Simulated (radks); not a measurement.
Excited configurations of neutral osmium: one electron is placed in a higher orbital outside [Xe] 4f14 5d6 6s1. The ground configuration is [Xe] 4f14 5d6 6s2. Calculated with a radial shooting solver on a logarithmic mesh with Libxc functionals: scalar-relativistic Kohn-Sham, r2SCAN, spin-polarised, spherical densities, finite nucleus; open shells are filled with parallel spins first (spin-orbit coupling, left out, can overturn this in heavy ions); meta-GGA in the generalised Kohn-Sham scheme; Fermi nuclear charge, rms radius 5.4126 fm. Excitation = E - E(ground); binding = E(ion) - E, where the ion is the core of charge +1; n* = 1/sqrt(2 binding) in atomic units, and the quantum defect is n - n*.

outer orbital  excitation (eV)  binding (eV)  quantum defect  <r> (bohr)
6d                       6.636         1.525           3.013       10.51
7s                       5.510         2.650           4.734       8.093
7p                       6.322         1.838           4.280       10.89

The Delta-SCF ionisation energy is 8.161 eV (NIST Atomic Spectra Database: 8.438 eV, measured). Self-interaction in the functional shifts the binding energies and quantum defects, so they are the method's values and not measured ones. Open shells are spherical and high-spin; term and fine-structure splittings are not resolved. Spin-orbit splitting is averaged out at the scalar-relativistic level.
